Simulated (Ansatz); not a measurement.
InGa5. Total charge 0; singlet. Geometry PBE-D4/def2-SVP, basis def2-TZVP, Ansatz.

Cartesian coordinates in Å:
```
Ga -1.168 1.549 -0.093
Ga -0.045 -1.823 1.221
Ga 1.192 1.469 -1.065
Ga -1.332 -0.933 -0.755
Ga 1.113 -1.042 -1.511
In 0.240 0.780 2.203
```

```
run  HOMO (eV)  LUMO (eV)
  A      -4.67      -3.79
  B      -5.22      -3.25
  C      -4.45      -3.74
  D      -5.06      -3.19
```

In the def2 sets In takes a core potential; there is no spin–orbit coupling. The structure comes from a short search, and lower isomers may exist.

The runs used PBE, PBE0, r2SCAN, r2SCAN0. Estimate which is which.

A r2SCAN (0 % exact exchange); B r2SCAN0 (25 % exact exchange); C PBE (0 % exact exchange); D PBE0 (25 % exact exchange). Exact exchange lowers occupied and raises empty levels; among semilocal functionals meta-GGAs tend to open the gap a little, and such runs are hard to tell apart. The gap grows from 0.71 eV (PBE) to 1.97 eV (r2SCAN0). The restricted singlet is unstable towards broken spin symmetry in Hartree–Fock (as tested in another run); at r2SCAN-D4/def2-TZVP, r2SCAN0-D4/def2-TZVP, PBE0-D4/def2-TZVP this wasn't settled.
